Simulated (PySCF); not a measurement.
Level sweep

CH₈OSSi₂.
InChI=1S/CH8OSSi2/c1-3-5-2-4/h5H2,1,4H3

PySCF, dipoles from the SCF density, polarisabilities from static response with core orbitals frozen. Geometry: PBE0-D3(BJ)/def2-SVP, one conformer, isolated molecule.

Problem. How do dipole and polarisability depend on functional and basis here?

Solution. 

```csv
level,μ (D),α (au),anisotropy (au)
LDA/def2-SVPD,1.228,95.63,17.94
PBE/def2-SVPD,1.222,93.61,17.28
B3LYP/def2-SVPD,1.186,90.24,15.48
PBE0/def2-SVPD,1.232,89.57,15.51
BHandHLYP/def2-SVPD,1.195,86.45,14.07
CAM-B3LYP/def2-SVPD,1.181,88.74,14.63
wB97X-D/def2-SVPD,1.236,88.50,14.64
LC-wPBE/def2-SVPD,1.227,86.65,14.10
HF/def2-SVPD,1.265,82.47,12.55
PBE0/6-31G*,1.287,71.08,14.91
PBE0/6-31+G*,1.263,80.66,14.33
PBE0/def2-SVP,1.195,74.41,15.67
PBE0/aug-cc-pVDZ,1.225,91.03,15.63
PBE0/def2-TZVP,1.231,84.35,15.96
PBE0/def2-TZVPD,1.225,90.55,15.64
```

The anisotropy is √(½[(α1 − α2)² + (α2 − α3)² + (α3 − α1)²]). The dipole runs from 1.18 D (CAM-B3LYP/def2-SVPD) to 1.29 D (PBE0/6-31G*). No reference polarisability is at hand; against PBE0 in the largest diffuse basis at hand (def2-TZVPD) the other PBE0 rows deviate by 6-31G* -22%, 6-31+G* -11%, def2-SVP -18%, def2-SVPD -1%, aug-cc-pVDZ +1%, def2-TZVP -7%. In one basis (def2-SVPD) the functionals order the polarisability from HF (lowest) to LDA (highest), a spread of 16%. With PBE0 the polarisability is 76.61 au without diffuse functions (mean of 6-31G*, def2-SVP and def2-TZVP) and 87.95 au with them (mean of 6-31+G*, def2-SVPD, aug-cc-pVDZ and def2-TZVPD).

Without π bonds the low states are Rydberg-like; a valence basis with one diffuse set may place them up to an eV too high.
